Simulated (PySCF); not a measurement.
C5H13B2N.
Cartesian coordinates in Å at the PBE0-D3(BJ)/def2-SVP level; atoms count from 1:
```
atom  x, y, z in Å
B1    -1.0425   -1.9100    0.4137
N2    -0.8138   -0.6507   -0.1924
B3     0.4865   -0.1768   -0.5777
C4     1.8392   -0.9464   -0.3258
C5     2.2163   -0.4942    1.0553
C6     3.0099    0.5401    1.3513
C7    -1.9499    0.2619   -0.3743
C8    -2.1228    1.1995    0.8051
H9    -2.1699   -2.2122    0.7341
H10   -0.1267   -2.6702    0.6080
H11    0.5367    0.9342   -1.0644
H12    2.5987   -0.6275   -1.0548
H13    1.7389   -2.0405   -0.3614
H14    1.7341   -1.0363    1.8791
H15    3.5050    1.1247    0.5690
H16    3.2009    0.8308    2.3875
H17   -2.8623   -0.3359   -0.5191
H18   -1.7927    0.8425   -1.2962
H19   -2.9666    1.8869    0.6413
H20   -2.3159    0.6330    1.7297
H21   -1.2140    1.8018    0.9615
```

Level: B3LYP/def2-SVPD in PySCF, non-relativistic, on one gas-phase PBE0-D3(BJ)/def2-SVP geometry that isn't relaxed in the solvent. The solvent is an IEF-PCM continuum (cavity from Bondi-type radii × 1.2), and excitations are vertical TDDFT with non-equilibrium linear response and a frozen core. Only the electrostatic response of the medium enters.

Gas-phase singlets (H = HOMO, L = LUMO):

| state | E (eV) | λ (nm) | f | leading configuration |
| --- | --- | --- | --- | --- |
| S1 | 4.786 | 259 | 0.076 | H→L 97% |
| S2 | 6.086 | 204 | 0.006 | H-2→L 83% |
| S3 | 6.132 | 202 | 0.185 | H-1→L 72% |
| S4 | 6.224 | 199 | 0.030 | H→L+1 45% |
| S5 | 6.367 | 195 | 0.015 | H-3→L 69% |

**Question.** What are the lowest 5 singlets in chloroform (ε = 4.711)?

**Answer.** 
```
state  E (eV)  λ (nm)      f  leading configuration  change by rank (eV)
   S1   4.795     259  0.105                H→L 98%               +0.009
   S2   6.033     206  0.227              H-1→L 90%               -0.053
   S3   6.090     204  0.002              H-2→L 82%               -0.042
   S4   6.222     199  0.065              H→L+1 62%               -0.002
   S5   6.363     195  0.025              H-3→L 67%               -0.004
```

**Question.** How does the list change in acetonitrile (ε = 35.69)?

**Answer.** 
| state | E (eV) | λ (nm) | f | leading configuration | change by rank (eV) |
| --- | --- | --- | --- | --- | --- |
| S1 | 4.821 | 257 | 0.102 | H→L 97% | +0.035 |
| S2 | 6.028 | 206 | 0.210 | H-1→L 92% | -0.058 |
| S3 | 6.100 | 203 | 0.002 | H-2→L 83% | -0.032 |
| S4 | 6.245 | 199 | 0.064 | H→L+1 60% | +0.021 |
| S5 | 6.372 | 195 | 0.030 | H-3→L 63% | +0.005 |

**Question.** The ground-state energy changes by -0.079 eV from gas to acetonitrile. By how much does the total energy of gas-phase S1 change?

**Answer.** E(S1) = E(S0) + excitation energy, so it changes by -0.079 + 0.035 = -0.044 eV: it is lowered less than the ground state, which is what a blue shift means. This is the vertical state, with the slow part of the continuum still set for S0.

**Question.** How do the frontier levels move from gas to acetonitrile?

**Answer.** 
```
orbital  gas (eV)  solvent (eV)  change (eV)
 LUMO+2      0.37          0.48        +0.11
 LUMO+1     -0.19         -0.14        +0.05
   LUMO     -1.41         -1.34        +0.07
   HOMO     -6.96         -6.96         0.00
 HOMO-1     -8.31         -8.17        +0.14
 HOMO-2     -8.75         -8.71        +0.04
 HOMO-3     -8.95         -8.88        +0.07
```

The HOMO–LUMO gap goes from 5.55 to 5.61 eV.
